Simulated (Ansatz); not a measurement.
`[OH][SbH2]` + HCl → `[Cl][SbH2]` + H₂O at 400 K and 1 bar (ligand exchange at the Sb–O bond).

Isolated molecules relaxed with PBE0-D4/def2-TZVP in Ansatz; ΔE leaves out vibrations. CBS: MP2 limit from def2 TZ/QZ plus the TZ coupled-cluster correction, frozen cores. This one scheme is used for every species. Elements past krypton have def2 core potentials. For Sb outer-core shells are correlated without core-valence functions, which leaves a few kJ/mol of doubt a bond.

```
     species  CCSD(T)/CBS energy (Eh)  H − E (kJ/mol)  S (J/(mol·K))
`[OH][SbH2]`               -316.98030            89.2          295.3
         HCl               -460.38127            29.6          195.4
`[Cl][SbH2]`               -701.00845            55.3          294.4
         H₂O                -76.37941            69.8          198.6
```

H − E and S are ideal-gas, rigid-rotor, harmonic terms from PBE0-D4/def2-TZVP. 1 Eh = 2625.50 kJ/mol, R = 8.31446 J/(mol·K).

Problem. By hand: ΔE, ΔH, ΔS and ΔG.

Solution. ΔE = (-701.00845) + (-76.37941) − (-316.98030) − (-460.38127) = -0.02629 Eh = -69.0 kJ/mol. Δ(H − E) = 55.3 + 69.8 − 89.2 − 29.6 = 6.3, so ΔH = -62.7 kJ/mol. ΔS = 294.4 + 198.6 − 295.3 − 195.4 = 2.3 J/(mol·K). ΔG = -62.7 − 400 × (2.3)/1000 = -63.6 kJ/mol.

Problem. By hand: the equilibrium constant, and the temperature at which ΔG would vanish if ΔH and ΔS stayed fixed.

Solution. log₁₀ K = −ΔG/(RT ln 10) = 8.3. ΔH and −TΔS have one sign here, so there is no such temperature.

The number of gas molecules stays the same, so ΔS is small and ΔH decides. A doubt of 5 kJ/mol in ΔE shifts log₁₀ K by 0.7 here. These are equilibria of isolated gas molecules and say nothing of rates. Largest T1 diagnostic: 0.014 (customary marks: 0.02 for closed shells, 0.045 for open ones).

ΔS is within the doubt of such terms, so its sign, and with it that verdict, could turn.
